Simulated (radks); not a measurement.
The numbers below are computed, except where a source is named.
Question: The mean radii <r> (bohr) of the occupied orbitals of an atom or ion are listed with their occupations. Code: a radial shooting solver on a logarithmic mesh with Libxc functionals. Model: Dirac Kohn-Sham, PBE, spin-unpolarised, spherical densities, point nucleus.

| orbital | occ. | <r> |
|---|---|---|
| 1s1/2 | 2 | 0.1113 |
| 2s1/2 | 2 | 0.5671 |
| 2p1/2 | 2 | 0.5347 |
| 2p3/2 | 4 | 0.5369 |
| 3s1/2 | 2 | 1.951 |

Name the element and its charge. Open shells, if any, are shared by 2j + 1.

Answer: Z = 14, silicon, charge +2: Si2+ in [Ne] 3s2. The 1s radius gives Z: for a bare nucleus <r> = (2 gamma + 1)/(2Z) with gamma = sqrt(1 - (Z/c)^2), 0.1068 bohr for Z = 14, and screening makes it slightly larger (0.1113 here). The occupations add up to 12, and the charge is Z minus that.
